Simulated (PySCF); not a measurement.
# A survey of ¹⁷O NMR shifts

Method: shielding tensors at PBE0/pcSseg-1 (GIAO), GFN2-xTB structure, in PySCF (in vacuum, one computed conformer, fast rotation and ring inversion assumed for equivalent nuclei, non-relativistic).

Shieldings were converted by a linear fit to measured shifts: ¹⁷O (scatter 10.7 ppm rms, 12.2 ppm with the 3 outliers that the fit left out vs liquid water, solution or neat liquid). A few per cent of atoms miss by over 2 rms, more outside the fitted compound classes.

**Question.** Give the ¹⁷O shifts of `C/C=C(\Cl)O[SiH3]`, `CO[Si@@H]1CC=C1F`, `CO[Si@@H]1CC=C1F`.

**Answer.** 
```tsv
compound	environment	δ (ppm)
C/C=C(\Cl)O[SiH3]	oxygen bonded to C, Si	66.5
CO[Si@@H]1CC=C1F	oxygen bonded to C, Si	-14.9
CO[Si@@H]1CC=C1F	oxygen bonded to C, Si	-14.9
```

**Question.** Order these by ¹⁷O shift, lowest first.
A. CS[Si@@H](O)C#CC[SiH3]
B. C=Cc1c(O)cccc1CF
C. C=C(C=O)[SiH2]CF

**Answer.** A (-6.9 ppm, oxygen bonded to Si, H), B (67.8 ppm, phenol-type oxygen), C (593.7 ppm, aldehyde oxygen).
